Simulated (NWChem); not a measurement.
# C₄H₅Cl; SMILES ClC1=CCC1

```xyz
10

Cl    -0.0181    -1.7994     0.0000
C     -0.0665    -0.0620     0.0000
C     -1.0646     0.8284     0.0000
C     -0.0967     2.0037     0.0000
C      1.0623     0.9403     0.0000
H     -2.1462     0.7562     0.0000
H     -0.1260     2.6390    -0.8927
H     -0.1260     2.6390     0.8927
H      1.6962     0.9405    -0.8932
H      1.6962     0.9405     0.8932
```
Atoms are numbered in this order, from 1.

Level: B3LYP/6-31G* (spherical d) (NWChem), optimised geometry, unscaled harmonic frequencies. 

```
frequency (cm⁻¹)  IR intensity (km/mol)
----------------  ---------------------
216                                 0.4
306                                 1.1
406                                 6.2
490                                14.7
777                                15.9
876                                56.1
886                                10.4
902                                18.2
939                                 4.4
1054                                0.1
1106                                1.2
1134                               34.8
1177                                0.2
1204                                1.2
1233                                7.5
1294                               40.9
1502                                0.5
1519                                3.6
1674                               47.2
3060                               46.2
3073                               31.9
3104                                9.9
3123                               35.4
3246                                6.3
```

| Property | Result |
|---|---|
| zero-point energy | 49.0 kcal/mol |
| thermal correction to the enthalpy at 298.15 K (with zero-point energy) | 52.6 kcal/mol |
| heat capacity Cv | 16.6 cal/(mol K) |
| entropy at 298.15 K and 1 atm (symmetry number 1) | 71.4 cal/(mol K) |
| dipole moment | 1.83 D |

Rigid rotor and harmonic oscillator.
